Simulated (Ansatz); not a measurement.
The Ge2–H3 bond of BGeH5 (SMILES [BH2][GeH3]) is stretched (multiplicity 1, the rest rigid).
Geometry at rest (charge 0, multiplicity 1):
```xyz
7

B     -1.684    -0.090    -0.388
Ge     0.324     0.013     0.073
H      1.161    -1.182    -0.418
H      0.935     1.296    -0.532
H      0.506     0.120     1.602
H     -2.405     0.793    -0.046
H     -2.153    -1.005    -0.986
```

Cores are frozen in the correlated methods. Filled d and f shells under p-block atoms count as core.

Codes used: Ansatz (a program for electronic structure). Each number belongs to the level named beside it.

Energies above the point at 1.540 Å (the B3LYP-D3(BJ) bond length), FIC-MRCISD+Q on CASSCF(2,2)/cc-pVTZ (kcal/mol): 6.22 at 1.386 Å; 3.44 at 1.694 Å; 87.41 at 4.927 Å.

Take the last value as the depth D of a Morse curve D(1 − e^(−a(R − R₀)))², fit a and R₀ to the two near points, and test it at 2.078 and 2.694 Å.


With D = 87.4, both near points (counted from the curve's value at 1.540 Å) are met by a = 1.49 Å⁻¹ and R₀ = 1.545 Å, so k = 2Da² = 387 kcal/(mol Å²). The curve then gives 26.3 and 58.7 kcal/mol; the level itself gives 27.1 and 63.3, so Morse is off by -0.8 and -4.6.
